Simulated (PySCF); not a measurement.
**Electric field gradients and quadrupole coupling constants**

Compound: C8H17N.
Geometry (GFN2-xTB, Å), atoms numbered from 1 in this order:
```xyz
26
C8H17N angstrom
C      2.5221   -0.7888   -1.5288
C      2.0814   -0.3504   -0.3599
C      2.8687    0.6126    0.4760
C      0.7632   -0.7937    0.2097
C     -0.3336    0.2794    0.0543
C     -0.7280    0.4411   -1.4178
N     -1.4333   -0.0183    0.9651
C     -2.2757   -1.1273    0.5724
C     -2.2296    1.1373    1.3123
H      3.4643   -0.4674   -1.9405
H      1.9611   -1.4892   -2.1246
H      2.3002    1.5251    0.6496
H      3.0876    0.1721    1.4480
H      3.8058    0.8745   -0.0080
H      0.8710   -0.9997    1.2764
H      0.4474   -1.7105   -0.2892
H      0.0819    1.2323    0.4006
H      0.1339    0.7743   -1.9897
H     -1.5199    1.1797   -1.5239
H     -1.0717   -0.5026   -1.8342
H     -2.9390   -0.8906   -0.2733
H     -1.6600   -1.9833    0.3091
H     -2.8988   -1.4041    1.4237
H     -1.5785    1.9338    1.6698
H     -2.8332    1.5252    0.4764
H     -2.9084    0.8612    2.1194
```

Field gradients from the PBE0/pcSseg-1 density (PySCF, non-relativistic), principal values in atomic units, ordered |Vxx| ≤ |Vyy| ≤ |Vzz|:

```
atom     Vxx     Vyy      Vzz
  N7  0.6658  0.6730  -1.3388
```

Find the asymmetry η = (Vxx − Vyy)/Vzz and the couplings χ = eQV/h (234.96 MHz × Q in barn × V in au), with Q(14N) = 0.02044 b.

```csv
atom,environment,nucleus,η,χzz (MHz),χxx (MHz),χyy (MHz)
N7,tertiary amine nitrogen,14N,0.01,-6.43,3.20,3.23
```

The gradient is axial or nearly so (η below 0.05) at N7. 

What is Vzz at N7 in SI units (1 au = 9.71736 × 10²¹ V/m²)?

-1.3388 au = -13.010 × 10²¹ V/m².

And the gradient at the other heavy atoms, for which no coupling is worked out here?

```csv
atom,environment,Vzz (au),η
C1,terminal =CH2 carbon,0.236,0.52
C2,fully substituted alkene carbon,0.335,0.61
C3,allylic carbon,0.046,0.68
C4,allylic carbon,-0.070,0.12
C5,sp3 carbon bound to nitrogen,0.178,0.46
C6,methyl carbon,0.033,0.69
C8,N-methyl carbon,0.197,0.16
C9,N-methyl carbon,0.196,0.18
```

Were the hydrogens deuterons (Q(2H) = 0.00286 b), χzz would run from 192 kHz (H25 and H21) to 228 kHz (H11 and H10).

The structure is a single GFN2-xTB conformer in the gas phase; no vibrational or solvent corrections. GFN2-xTB bond lengths can be off by several hundredths of an ångström, more for odd bonds, and the gradients follow them. These gradients aren't converged with respect to the basis.

These values come from a run that also computed NMR shieldings. The run took 38 s on one thread, x86-64 server, no GPU (shared host).
